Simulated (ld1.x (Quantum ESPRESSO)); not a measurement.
Results of a calculation; reference values are marked as such.
Potentials for aluminium (Al) compared

Generated with ld1.x 7.5 (TM, RRKJ, ultrasoft, PAW), atompaw 4.2 or ONCVPSP 4.0.1. The cutoff is in Ry: for ld1.x and atompaw files where the sum of valence levels is converged to 10 mRy in a Bessel basis, for ONCV files where the hardest occupied wave has 1 mHa per electron of residual kinetic energy. The error is the largest all-electron minus pseudo excitation energy over each file’s own four to seven test configurations (ionisations up to +4, promotions, holes and added fractions of an electron), all of which were solved. The labels leave out finer settings (local radius, basis sizes, second energies), which also bear on the numbers. Spin-polarised tests are not counted. The rows are a selection from randomly drawn settings: files with unsolved tests, undetermined cutoffs or missed reference levels are left out.

```csv
potential,cutoff (Ry),largest error (meV),bound ghosts
"PAW, PBE, scalar-relativistic, rc 2.40/3.05/2.75 (spd), local smoothed, core correction yes, reference 3s2 3p1",6,-19,none
"TM, LDA (PZ), scalar-relativistic, rc 1.85/2.45/2.65 (spd), local smoothed, core correction no, reference 3s1.75 3p1.25",10,+87,none
"PAW, PW91, scalar-relativistic, rc 1.95/2.40/2.35 (spd), local smoothed, core correction yes, reference 3s2 3p1",8,-20,none
"RRKJ, LDA (PZ), non-relativistic, rc 2.10/1.90 (sp), local s, core correction yes, reference 3s2 3p0",10,+9.7,none
"TM, LDA (PZ), scalar-relativistic, rc 1.60/2.05 (sp), local smoothed, core correction yes, reference 3s2 3p1",18,+17,none
"TM, PBEsol, scalar-relativistic, rc 1.95/2.30 (sp), local smoothed, core correction no, reference 3s2 3p1",10,+22,none
"RRKJ, PBE, non-relativistic, rc 2.10/1.90 (sp), local s, core correction yes, reference 3s2 3p0.75",10,+38,none
```

**Question.** Fill in the row for Al: TM, LDA (PZ), scalar-relativistic, rc 1.70/2.05/2.25 (spd), local smoothed, core correction no, reference 3s2 3p1.

**Answer.** cutoff 10 Ry, largest error +93 meV, bound ghosts: none.
